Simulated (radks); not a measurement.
Results of a calculation; reference values are marked as such.
Q: All-electron atom: Ti+ in [Ar] 3d2.5 4s0.5 (fractional occupations, a model configuration). Level of theory: scalar-relativistic Kohn-Sham, r2SCAN, spin-polarised, spherical densities, finite nucleus; open shells are filled with parallel spins first; meta-GGA in the generalised Kohn-Sham scheme; Fermi nuclear charge, rms radius 3.5921 fm (a radial shooting solver on a logarithmic mesh with Libxc functionals). Some entries of the table are withheld. Estimate them.

| orbital | occ. | eigenvalue (Ry) | <r> (bohr) |
|---|---|---|---|
| 1s down | 1 | -359.6781 | 0.06960 |
| 1s up | 1 | -359.6769 | 0.06960 |
| 2s up | 1 | -40.34627 | 0.3241 |
| 2s down | 1 | -40.28558 | 0.3238 |
| 2p up | 3 | -33.34669 | (1) |
| 2p down | 3 | -33.29974 | (2) |
| 3s up | 1 | -5.19697 | 1.013 |
| 3s down | 1 | -4.99736 | 1.013 |
| 3p up | 3 | -3.38268 | 1.096 |
| 3p down | 3 | -3.17906 | 1.094 |
| 3d up | 2.5 | -0.75320 | 1.595 |
| 4s up | 0.5 | -0.74051 | 3.222 |
| 3d down | 0 | -0.51946 | 1.601 |

A: 
(1) 2p up <r> (bohr): 0.2897
(2) 2p down <r> (bohr): 0.2893
